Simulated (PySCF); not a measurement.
# Trend along the chalcogens: MLa molecules

PBE0 with double-zeta basis sets in PySCF, for the lowest determinant that a PBE0 search found; no spin–orbit coupling. De refers to high-spin ground-configuration atoms. A positive dipole means M(−)La(+).

```json
{"M": "O", "basis": "x2c-SVPall", "state (unpaired electrons)": "doublet (σ ↑)", "Re (Å)": "1.833", "ωe (cm⁻¹)": "861", "De (eV)": "7.96", "μ (D)": "3.35"}
{"M": "S", "basis": "x2c-SVPall", "state (unpaired electrons)": "doublet (σ ↑)", "Re (Å)": "2.359", "ωe (cm⁻¹)": "469", "De (eV)": "5.92", "μ (D)": "5.57"}
{"M": "Se", "basis": "x2c-SVPall", "state (unpaired electrons)": "doublet (σ ↑)", "Re (Å)": "2.496", "ωe (cm⁻¹)": "315", "De (eV)": "5.30", "μ (D)": "5.92"}
```

The shortest bond is that of LaO (1.833 Å), the longest that of LaSe (2.496 Å). LaO is bound most strongly (7.96 eV) and LaSe least (5.30 eV).

Down a group the atoms grow and get heavier, so bonds lengthen and wavenumbers fall; this series shows no clear exception.

These are scalar-relativistic numbers at best; spin–orbit coupling would shift them, the dissociation energy most. With d or f electrons several states lie close, and the lowest PBE0 determinant need not be the measured ground state.
